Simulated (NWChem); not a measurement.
Basis-set convergence for H₆InN

SMILES: N.[InH3]
```xyz
8

In     0.0542    -0.3917     0.0000
H      0.9398    -0.4658     1.5017
H     -1.6366    -0.8224     0.0000
H      0.9398    -0.4658    -1.5017
N     -0.2746     1.9842     0.0000
H     -0.7957     2.2877    -0.8221
H      0.6147     2.4829     0.0000
H     -0.7957     2.2877     0.8221
```
Charge 0, spin multiplicity 1.

Everything below was run with NWChem. All single points use one geometry, from PBE0/def2-SVP with def2 effective core potentials on In, held to Cs symmetry and with no frequency check, so it may be a saddle point.

Quantity: first vertical ionisation energy at the level G0W0@PBE.

Effective core potentials replace the inner electrons of In; spin-orbit coupling is left out. GW and range-separated runs recompute their integrals, the others keep them in memory, which bears on the times. The structure started from a generated list of species.

The cost column gives rough processor time relative to def2-SVP; each entry includes its own SCF.

Question: In def2-TZVPP the value is 9.10 eV. Among def2-SVP, def2-SVPD, def2-TZVP, def2-TZVPD, which is the smallest basis within 0.2 eV of it?

Answer: def2-SVPD, with 100 functions against 165 and about 30 % of the time (also within reach: def2-TZVP, def2-TZVPD). def2-TZVPP isn't the basis-set limit itself, and a small set can land close by cancellation.

```csv
basis,functions,first vertical ionisation energy (eV),relative cost
def2-SVP,70,8.85,1
def2-SVPD,100,8.93,under 3
def2-TZVP,117,8.97,3
def2-TZVPD,147,9.00,5
def2-TZVPP,165,9.10,5
```
